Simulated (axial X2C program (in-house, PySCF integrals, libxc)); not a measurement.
Levels of AlBr⁺ by electron attachment to AlBr²⁺ (EOM-EA-CCSD)

Computed with an axial X2C code built on PySCF integrals: two-component X2C with atomic mean-field Coulomb and Gaunt terms, Gaussian nuclei, basis Br dyall-acv3z, Al dyall-av3z with contracted cores.

R = 2.187 Å (near the PBE0 minimum at charge 1 of the determinant lowest at the starting distance; the state shown can have its own minimum elsewhere).

Hartree–Fock spinors of AlBr²⁺ (one of each Kramers pair; a window near the gap, which can cut inner shells):

```
  ω  occupied  ε (eV)                     character
1/2       yes  -26.76   58% Br p, 28% Al s, 6% Br s
1/2       yes  -24.23    80% Br p, 6% Al p, 6% Al d
3/2       yes  -23.92    81% Br p, 7% Al p, 6% Al d
1/2        no  -15.93  37% Al s, 35% Al p, 21% Br p
1/2        no  -11.39   75% Al p, 10% Br d, 7% Al d
3/2        no  -11.36   74% Al p, 10% Br d, 7% Al d
1/2        no   -8.36   40% Al d, 38% Al p, 8% Br s
1/2        no   -6.68    70% Al s, 9% Br d, 7% Br s
5/2        no   -5.97            89% Al d, 10% Br d
```

Levels of AlBr⁺ obtained by attaching an electron to AlBr²⁺:

```tsv
Ω	binding energy (eV)	above lowest (cm⁻¹)	attached spinor	one-particle weight
1/2	16.417	0	37% Al sσ, 35% Al pσ, 20% Br pσ	0.96
1/2	12.158	34347	75% Al pπ, 10% Br dπ, 6% Al dπ	0.92
3/2	12.128	34586	75% Al pπ, 10% Br dπ, 7% Al dπ	0.90
1/2	8.836	61142	41% Al pσ, 39% Al dσ, 9% Br sσ	0.64
```

Task: Take the first Ω = 1/2 and Ω = 3/2 rows of π character: how far apart are they, and which lies lower?

Result: E(3/2) − E(1/2) = 34586 − 34347 = 239 cm⁻¹ at EOM-EA-CCSD: regular, Ω = 1/2 lower. Splittings at this level can be off by ten to twenty per cent.

This point took 9.1 s on 1 thread of Intel(R) Xeon(R) Processor @ 2.30GHz, on a shared host.

Reference electrons by ω block (each with its −ω partner): 1/2: 16, 3/2: 6, 5/2: 1. 8 electrons of AlBr²⁺ correlated (inner shells frozen), 92 natural virtual spinors (a truncated set); levels can be off by some tenths of an eV. Roots sought by Ω: (1/2: 5, 3/2: 4, 5/2: 2, 7/2: 1); the list ends where they run out and leaves out roots under 60 % one-particle weight. The solver can skip a root, and states that need a further excitation, which the method places far too high, are missing though they may lie low or lowest. T1 of the reference 0.022 (Lee–Taylor). The reference was not checked to be the lowest state of its species. Number of frozen shells: Br 3 s, 2 p, 1 d; Al 2 s, 1 p. Left out with split weight: Ω = 1/2 at 10.14 eV (0.29).
